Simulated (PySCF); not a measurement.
An excited-state job on `C#C[Si@H]1N[CH2][GeH2]1`.

Computed with TDDFT PBE0/def2-SVPD, vertical, gas phase, core orbitals frozen in the response (PySCF 2.14.0, density-fitted response routines). Geometry: GFN2-xTB. A driver script takes a list of jobs; this job's settings line and coordinates (Å) are shown.

Command:
```bash
OMP_NUM_THREADS=1 python probes_run.py task.json out
```

Input:
```
{"job": {"kind": "uv", "xc": "PBE0", "basis": "def2-SVPD", "nstates": 8, "ntriplets": 3}, "charge": 0, "multiplicity": 1}
C      2.292324    -2.439577     0.160767
C      1.664200    -1.450532     0.431147
Si     0.674671     0.065653     0.830847
N      0.426157     1.149445    -0.467769
C     -0.970200     1.199936    -0.886074
Ge    -1.659984    -0.076725     0.506095
H      2.848115    -3.302771    -0.071916
H      1.220745     0.677909     2.048643
H      1.097035     1.674366    -1.004952
H     -1.083482     0.870101    -1.925431
H     -1.356119     2.224333    -0.835570
H     -2.437715    -1.199890    -0.153490
H     -2.720136     0.608236     1.349976
```

**Question.** Give the output.

**Answer.** 
```
coarse grid: 51792 points
cycle   1  E = -2538.5861200052  dE =  4.020e-02  |g| = 5.644e-01  |ddm| = 7.385e+00
cycle   2  E = -2538.5442062657  dE =  4.191e-02  |g| = 7.064e-01  |ddm| = 2.029e+00
cycle   3  E = -2538.6459784343  dE = -1.018e-01  |g| = 1.186e-01  |ddm| = 9.227e-01
cycle   4  E = -2538.6491495019  dE = -3.171e-03  |g| = 4.433e-02  |ddm| = 1.948e-01
cycle   5  E = -2538.6495200351  dE = -3.705e-04  |g| = 2.309e-02  |ddm| = 7.458e-02
cycle   6  E = -2538.6496546353  dE = -1.346e-04  |g| = 4.029e-03  |ddm| = 3.251e-02
cycle   7  E = -2538.6496586736  dE = -4.038e-06  |g| = 7.641e-04  |ddm| = 9.263e-03
final grid: 107184 points
cycle   8  E = -2538.6496295917  dE = -9.736e-09  |g| = 9.386e-04  |ddm| = 5.966e-03
cycle   9  E = -2538.6496294183  dE =  1.734e-07  |g| = 1.316e-03  |ddm| = 3.072e-03
cycle  10  E = -2538.6496297738  dE = -3.555e-07  |g| = 2.622e-04  |ddm| = 1.674e-03
cycle  11  E = -2538.6496297916  dE = -1.773e-08  |g| = 3.962e-05  |ddm| = 3.341e-04
cycle  12  E = -2538.6496297920  dE = -4.138e-10  |g| = 5.199e-06  |ddm| = 8.116e-05
converged SCF energy = -2538.6496297920

Static polarisability (au): isotropic 99.437, principal 82.654 90.951 124.705

Singlet excitations
state   eV       nm        f      main configurations
  1   4.8735    254.4   0.00918   H->L 0.98
  2   5.4163    228.9   0.00186   H->L+1 0.97
  3   5.5095    225.0   0.07228   H-1->L 0.72, H-1->L+1 0.12
  4   5.9396    208.7   0.00093   H->L+2 0.67, H-2->L 0.12, H-3->L 0.09
  5   6.0338    205.5   0.02195   H-1->L+1 0.39, H->L+2 0.23, H-2->L 0.17
  6   6.1719    200.9   0.11360   H-3->L 0.30, H-1->L 0.17, H-1->L+1 0.16
  7   6.3772    194.4   0.00379   H-3->L 0.30, H-2->L 0.29, H-2->L+1 0.12
  8   6.4378    192.6   0.00627   H->L+3 0.90

Triplet excitations (Tamm-Dancoff, eV): 4.5839 4.7939 5.0854
```

The SCF starts on a coarse grid where the log names one; the energy can jump when the final grid takes over, and dE then counts from the start density on the new grid. H and L stand for HOMO and LUMO; the number after each pair is its weight.

**Question.** Give the mean polarisability as a volume in Å³, and the ratio of the largest to the smallest principal value.

**Answer.** 99.437 au × 0.148185 = 14.73 Å³; 124.705/82.654 = 1.51.

**Question.** Which computed singlet has the largest oscillator strength, and what do all of them sum to?

**Answer.** State 6 at 6.17 eV (201 nm), f = 0.114; the 8 states sum to 0.230.

In short: HOMO -6.87 eV, LUMO -0.76 eV; lowest singlet 4.87 eV; lowest triplet 4.58 eV (Tamm–Dancoff); mean polarisability 99.4 au.

 The PBE0/def2-SVPD calculation is non-relativistic and has no spin–orbit coupling, an omission that weighs most on germanium.

The run took 71 s wall (grids of density and orbitals included) on Arm Neoverse N1, one thread, no GPU, shared host, and the process peaked at 0.83 GiB of memory.
Labels such as C1 count atoms from 1, the log's own numbers from 0.
